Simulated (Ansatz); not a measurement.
Compare A (`CC1(C)CCCC1`) with its isomer B (`C=C(CC)C(C)C`).

Isolated molecules relaxed with PBE0-D4/def2-TZVP in Ansatz; ΔE leaves out vibrations. CCSD(T)/CBS adds triple-zeta CCSD(T) − MP2 to the extrapolated MP2 energy (def2 sets, frozen cores). Functionals use def2-TZVPP. B3LYP here is the variant with VWN-RPA as its local correlation; programs differ in this. One conformer a species, not always the lowest.

A:

Z-matrix (Å, degrees):
```
C
C 1 1.527
H 1 1.094 2 110.8
H 1 1.094 2 110.8 3 119.6
H 1 1.093 2 112.0 3 -120.2
C 2 1.534 1 110.4 3 64.8
C 2 1.519 1 109.7 3 -59.7
C 2 1.534 1 110.4 3 175.7
C 6 1.533 2 105.4 1 77.5
H 6 1.095 2 108.6 1 -164.5
H 6 1.093 2 112.5 1 -46.2
H 7 1.094 2 111.2 1 -59.9
H 7 1.094 2 111.2 1 59.9
H 7 1.094 2 111.0 1 -180.0
C 8 1.532 2 105.4 1 -77.4
H 8 1.094 2 112.5 1 46.3
H 8 1.095 2 108.6 1 164.7
H 9 1.092 6 111.6 2 146.7
H 9 1.092 6 110.8 2 -95.1
H 15 1.092 8 110.7 2 94.6
H 15 1.092 8 111.6 2 -147.1
```

B:

Z-matrix (Å, degrees):
```
C
C 1 1.504
C 1 1.526 2 112.7
H 1 1.096 2 109.9 3 121.8
H 1 1.093 2 109.3 3 -121.7
C 2 1.329 1 120.7 3 102.8
C 2 1.511 1 116.0 3 -76.9
H 3 1.093 1 111.7 2 59.1
H 3 1.092 1 110.6 2 -60.9
H 3 1.093 1 110.9 2 179.1
H 6 1.085 2 120.9 1 2.3
H 6 1.083 2 122.5 1 -177.5
C 7 1.520 2 114.3 1 158.6
C 7 1.530 2 110.3 1 -76.7
H 7 1.098 2 106.9 1 39.6
H 13 1.093 7 110.3 2 -175.0
H 13 1.092 7 111.5 2 -54.6
H 13 1.093 7 111.3 2 66.1
H 14 1.093 7 110.1 2 -65.6
H 14 1.093 7 110.6 2 174.9
H 14 1.092 7 112.2 2 54.5
```

Q: Which is lower in electronic energy at CCSD(T)/CBS, and by how much? (Best estimate.)

A: Computed: A, by 65.6 kJ/mol.

Q: Give E(B) − E(A) in kJ/mol with CCSD(T)/def2-TZVPP, r2SCAN-D4, B3LYP-D4, ωB97M-V, B3LYP, MP2/def2-TZVPP, B2PLYP. (An estimate is asked.)

A: The calculation gave: CCSD(T)/def2-TZVPP 66.9, r2SCAN-D4 65.4, B3LYP-D4 50.8, ωB97M-V 69.4, B3LYP 44.7, MP2/def2-TZVPP 75.6, B2PLYP 55.1. None reverses the order clearly.

Largest T1 diagnostic: 0.009.

Leaving LDA and LC-ωPBE aside and taking each functional with its dispersion term where it has one, the values, not all of them listed here, spread over 43.0 kJ/mol, from BLYP-D4 to PBE-QIDH. LDA lies +27.0 kJ/mol from PBE without D4. From r2SCAN to r2SCAN0 (25 % exact exchange), in def2-TZVPP and without D4, E(B) − E(A) moves by +8.9 kJ/mol.
